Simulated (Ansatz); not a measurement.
Program: Ansatz. Geometries: PBE0-D4/def2-TZVP. ΔE: electronic, gas phase. CCSD(T)/CBS adds triple-zeta CCSD(T) − MP2 to the extrapolated MP2 energy (def2 sets, frozen cores). This one scheme is used for every species. Each species was taken in one conformer, which may not be the lowest.

`O[SiH2]C[SiH2]S` + `O[SiH2]O` → `O[SiH2]O[SiH2]S` + `C[SiH2]O`  (ligand exchange at the Si–C bond)

```tsv
level	ΔE (kJ/mol)
CCSD(T)/def2-TZVPP	-110.3
HF/def2-QZVPP	-130.2
```

**Question.** What does CCSD(T)/CBS give? (Best estimate.)

**Answer.** Computed: -110.7 kJ/mol. The listed levels differ from it by 0.4, -19.5 kJ/mol.

Largest T1 diagnostic among the species: 0.012.

In def2-TZVPP, CCSD(T) changes the Hartree–Fock value by +18.3 kJ/mol (the triples alone add +2.3 kJ/mol) and MP2 by +18.3 kJ/mol. From PBE to PBE0 (25 % exact exchange), in def2-TZVPP and without D4, ΔE moves by −3.9 kJ/mol.
